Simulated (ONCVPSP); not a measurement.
**antimony, ONCV: configuration errors across variants**

ONCVPSP 4.0.1 input, shortened (lines: element, Z, core and valence counts, functional; n l f; lmax; l rc ep ncon nbas qcut; lloc lpopt rc5 dvloc0; l nproj debl; icmod fcfact rcfact), PBEsol, scalar-relativistic:

```
  Sb 51.00    6    5  -116133      upf
    1    0    2.00
    2    0    2.00
    2    1    6.00
    3    0    2.00
    3    1    6.00
    3    2   10.00
    4    0    2.00
    4    1    6.00
    4    2   10.00
    5    0    2.00
    5    1    2.50
    2
    0    1.25    0.00    4    7    7.60
    1    1.55    0.00    5   10    7.10
    2    1.45    0.00    4    8   10.30
    4    5    0.85    0.00
    0    2    2.80
    1    2    1.50
    2    1    2.00
    0    0.00    0.00
```

All-electron excitation energies from the reference (eV): (1) 4s2 4p6 4d10 5s2 5p3 -3.273; (2) 4s2 4p6 4d10 5s2 5p2 5.071; (3) 4s2 4p6 4d10 5s2 5p1 21.084; (4) 4s2 4p6 4d10 5s1 5p3 13.836.

Errors AE − PS in meV (a dash: test not solved or not reliable):

```
           change   (1)   (2)   (3)   (4)  bound ghosts  GHOST(+) flags above zero
             base  +0.7  -1.2  -4.9  -1.8          none                          s
d: ncon 3, nbas 7  +0.7  -1.1  -5.0  -1.9          none                          s
        s: nbas 8  +0.7  -1.2  -4.9  -1.9          none                          s
       p: rc 2.28  +0.8  -1.3  -5.4  -1.9          none                          s
```

Task: Give the same row for: d: qcut 7.4.

Result: +0.7, -1.2, -5.1, -2.0; bound ghosts: none; GHOST(+) flags above zero: s.
